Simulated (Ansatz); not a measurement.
`[NH2][Hf]([OH])([F])[Cl]` + `NB(Br)Br` → `[OH][Hf]([F])([Cl])[Br]` + `NB(N)Br`  (redistribution)

Gas-phase electronic energies from Ansatz, PBE0-D4/def2-TZVP geometries. CCSD(T)/CBS adds triple-zeta CCSD(T) − MP2 to the extrapolated MP2 energy (def2 sets, frozen cores). Functionals use def2-TZVPP. def2 core potentials past Kr. For Br, Hf outer-core shells are correlated without core-valence functions, which leaves a few kJ/mol of doubt a bond. Scalar relativity is left out up to krypton. Each species was taken in one conformer, which may not be the lowest.

CCSD(T)/CBS gives -113.4 kJ/mol.

Another level gave -107.0 kJ/mol. Which?
A. r2SCAN0/def2-TZVPP
B. PBE0-D4/def2-TZVPP
C. RPA@PBE/def2-TZVPP
D. SCS-MP2/def2-TZVPP

C. RPA@PBE/def2-TZVPP -107.0, SCS-MP2/def2-TZVPP -112.4, PBE0-D4 -117.0, r2SCAN0 -123.0 kJ/mol.

Largest T1 diagnostic among the species: 0.015.

In def2-TZVPP, CCSD(T) changes the Hartree–Fock value by +24.8 kJ/mol (the triples alone add +2.4 kJ/mol) and MP2 by +25.5 kJ/mol. From PBE to PBE0 (25 % exact exchange), in def2-TZVPP and without D4, ΔE moves by −7.9 kJ/mol. Leaving LDA and LC-ωPBE aside and taking each functional with its dispersion term where it has one, the values, not all of them listed here, spread over 19.3 kJ/mol, from BHLYP-D4 to revPBE-D4. LDA lies −6.1 kJ/mol from PBE without D4.
